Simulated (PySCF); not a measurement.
# Pr⁴⁸⁺: ionisation energy

Pr⁴⁸⁺ [Ne] 3s1 [3s1/2^1, M_J = 1/2] → Pr⁴⁹⁺ [Ne], as a difference of total energies. Calculation: PySCF 2.14, in an uncontracted even-tempered set (18 s from 12 bohr⁻², ratio 2.4; 14 p from 16 bohr⁻², ratio 2.4; 4 d from 50 bohr⁻², ratio 2.6; 4 f from 76 bohr⁻², ratio 2.6); the two-component X2C-1e Hamiltonian. Correlated levels: 1s2 frozen; the 54 highest virtual spinors dropped. "Screened" scales the spin-orbit matrix elements by Boettger's factors to mimic the two-electron term; Breit and QED terms are absent.

| method | ionisation energy (eV) |
| --- | --- |
| GHF (spin-free) | 4132.3 |
| GMP2 (spin-free) | 4133.1 |
| GHF (screened spin-orbit) | 4132.1 |
| GMP2 (screened spin-orbit) | 4132.9 |

Breit and QED terms and the two-electron picture change are absent.

For comparison: 4130 ± 4 eV (theoretical estimate listed by NIST; NIST Atomic Spectra Database, ionization energies).
